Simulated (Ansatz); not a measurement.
**Energy profile**

The step: Al₂H₄ClO₄ ([OH][Al]1[O][Al]([OH2])([Cl])[OH]1) → Al₂H₄ClO₄ ([OH][Al]1[OH][Al]([OH])([Cl])[OH]1); bonds formed: O2–H7; dative contacts that become bonds: Al1–O8; bonds broken: H7–O8 (atoms numbered as in the saddle structure below).

```csv
atom,x (Å),y (Å),z (Å)
Al1,0.0932,-0.0099,1.0127
O2,1.0955,0.2594,-0.4039
Al3,-0.1791,-0.0153,-1.6358
O4,-1.3342,-0.1240,-0.0342
O5,-0.3777,-1.6228,-2.2099
Cl6,0.1979,-1.1830,2.7332
H7,1.1128,1.4259,0.3483
O8,0.5868,1.7623,1.2889
H9,-2.0954,-0.7028,0.0289
H10,-0.2579,-1.8445,-3.1316
H11,1.1581,2.0549,2.0034
```

Electronic energies by CCSD(T) at an estimated basis limit (MP2 extrapolated from triple and quadruple zeta, plus CCSD(T) − MP2 in triple zeta), on PBE0-D4/def2-TZVP structures; Al2H4ClO4, doublet; no counterpoise correction; spin–orbit coupling, which lowers free halogen atoms and radicals such as OH and SH, is left out. Ansatz 0.2.0; basis: def2-TZVPP and def2-QZVPP; cores frozen in the correlated methods; orbitals are unrestricted. Extrapolation: Hartree–Fock as exp(−7.88 √X), correlation as X^−2.97.

Give the profile in kJ/mol, counted from the separated reactants. (An estimate is asked for; the value comes from the calculation.)

By the calculation:
```tsv
point	kJ/mol
separated: Al2H2ClO3 (linked as [OH][Al]12[O][Al]1([Cl])[OH]2; Al1, O2, Al3, O4, O5, Cl6, H9, H10; doublet) + H2O (H7, O8, H11; singlet)	0.0
start structure	-122.6
saddle	-97.5
end structure	-237.2
```
The saddle lies below the separated reactants: the barrier is submerged.

No T1 diagnostic of these runs exceeds 0.016. ⟨S²⟩ of the unrestricted Hartree–Fock references: 0.75 (a pure state has 0.75).

For scale, one of the runs: CCSD(T)/def2-TZVPP, 306 basis functions, launched by `ansatz run in.yaml --threads 4 --pin off --events-out ev --progress --plain --max-ram 66560MiB --backend cuda --devices 0, --max-vram 37GiB`. Hardware: 4 CPU threads of an AMD EPYC 7R13 and a share of one NVIDIA H100, shared host. Wall time 30 s; peak host memory 0.87 GiB.
